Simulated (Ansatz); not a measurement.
CH7AlGeS, relaxed with RKS PBE-D4/def2-SVP in Ansatz from a rough embedded geometry. The force threshold is 0.03 eV/Å; the program also tests the step.

The species carries charge 0 and has multiplicity 1. The bonds changed during the relaxation, so this is another structure than the one it started from.

Start:

```xyz
11

S    -2.320   -0.667    0.640
C    -1.662    0.392   -0.597
Al    0.143    1.078   -0.036
Ge    1.896   -0.478    0.325
H    -1.348   -1.709    0.448
H    -2.370    1.236   -0.737
H    -1.594   -0.172   -1.570
H     0.321    2.647    0.067
H     2.390   -0.271    1.862
H     1.428   -1.898    0.170
H     3.116   -0.158   -0.572
```

(1) By how much does the energy fall, and how many steps does the optimiser take? (Estimate.)

(2) Which bonds change most? (An estimate is asked.)

(3) Give the relaxed structure. (An estimate is asked.)

Results:

(1) The calculation gave: 60.06 kJ/mol, in 10 steps, 1 of them rejected.

(2) Ansatz gave: S1–Al3 from 3.093 to 2.531 Å; S1–C2 from 1.756 to 1.884 Å; Al3–Ge4 from 2.372 to 2.476 Å; S1–H5 from 1.439 to 1.365 Å.

(3) The calculation gave: 
```xyz
11

S    -2.024   -0.201    0.825
C    -1.579    0.399   -0.904
Al    0.009    1.093    0.051
Ge    1.896   -0.489    0.313
H    -1.324   -1.373    0.783
H    -2.372    1.125   -1.170
H    -1.592   -0.448   -1.613
H    -0.046    2.593    0.600
H     2.503   -0.521    1.747
H     1.437   -1.953    0.015
H     3.094   -0.224   -0.647
```
